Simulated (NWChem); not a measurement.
Molecule: SbH, triplet; SMILES [SbH]

All runs: NWChem. Spin-unrestricted. No stability test was run on the SCF state. def2 effective core potentials on Sb; no spin-orbit coupling. Each level has its own optimisation; frequencies are unscaled.

```
level            basis functions  r H–Sb (Å)  highest harmonic frequency (cm⁻¹)  zero-point energy (kcal/mol)
---------------  ---------------  ----------  ---------------------------------  ----------------------------
PBE0/def2-SVP                 31       1.724                               1931                           2.8
PBE0/def2-SVPD                40       1.723                               1937                           2.8
PBE0/def2-TZVP                56       1.717                               1931                           2.8
PBE0/def2-TZVPD               65       1.717                               1937                           2.8
PBE0/def2-TZVPP               64       1.717                               1927                           2.8
```
